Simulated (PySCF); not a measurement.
**Dipole response of Br (bromine, neutral)**

[Ar] 3d10 4s2 4p5, 2P determinant. All numbers are calculated (PySCF 2.14, the non-relativistic Hamiltonian (point nucleus), in def2-QZVPPD). Coupled (time-dependent) response in atomic units; α is the mean over directions.

```json
{"method": "wB97X-V", "mean α (bohr³)": "21.14", "α xx, yy, zz": "19.34, 22.05, 22.05", "C₆ (like pair)": "170.6", "S(−4)": "102.9"}
```

S(−4) is the Cauchy moment in α(ω) = α(0) + S(−4) ω² + …

Reference α: 21 ± 1 bohr³ (recommended; Schwerdtfeger and Nagle, table of static dipole polarizabilities (2023 update)). Published C₆: 162.0 (Chu and Dalgarno (2004); Tang, Norbeck and Certain (1976)).

Spin-orbit coupling is absent.

α(iu) at wB97X-V:

| u (hartree) | α(iu) (bohr³) |
| --- | --- |
| 0 | 21.14 |
| 0.0500 | 20.89 |
| 0.100 | 20.18 |
| 0.200 | 17.85 |
| 0.300 | 15.16 |
| 0.500 | 10.57 |
| 0.750 | 6.922 |
| 1.00 | 4.796 |
| 1.50 | 2.668 |
| 2.00 | 1.713 |
| 3.00 | 0.9130 |
| 5.00 | 0.4229 |

The components differ because the open shell of this determinant is not spherical; for a pure term their mean is the scalar polarisability.
